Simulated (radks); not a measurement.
Valence configurations of the europium ion Eu+ (all share [Xe]). Calculated with a radial shooting solver on a logarithmic mesh with Libxc functionals: scalar-relativistic Kohn-Sham, PBE, spin-polarised, spherical densities, point nucleus; open shells are filled with parallel spins first (spin-orbit coupling, left out, can overturn this in heavy ions). Energies are relative to 4f7 6s1; eigenvalues in eV for spin up.

valence          E (eV)  moment (Bohr magnetons)    e(4f)    e(5d)   e(6p)    e(6s)
4f7 6s1           0.000                        8  -10.307        -       -   -8.917
4f6.5 6s1.5       1.958                        7  -14.261        -       -   -9.581
4f5.5 6s1.5 6p1  14.271                        7  -24.370        -  -7.792  -11.921
4f5.5 5d1 6s1.5   9.733                        7  -20.649  -10.458       -  -10.277
4f6 6s2           5.475                        6  -18.601        -       -  -10.197
4f6 6s1.5 6p0.5   7.065                        7  -19.175        -  -6.970  -10.791
4f6.5 5d1 6s0.5   2.431                        8  -12.115   -7.667       -   -8.818
4f7 6p1           3.283                        8  -11.541        -  -6.305        -
4f6 5d1 6s1       4.890                        8  -16.170   -9.068       -   -9.658
4f6 6s1 6p1       8.389                        8  -19.684        -  -7.387  -11.281

NIST lists [Xe] 4f7 6s1 as the ground configuration; this level of theory agrees among the configurations tried. The energies are those of spherical high-spin densities, not of single terms.
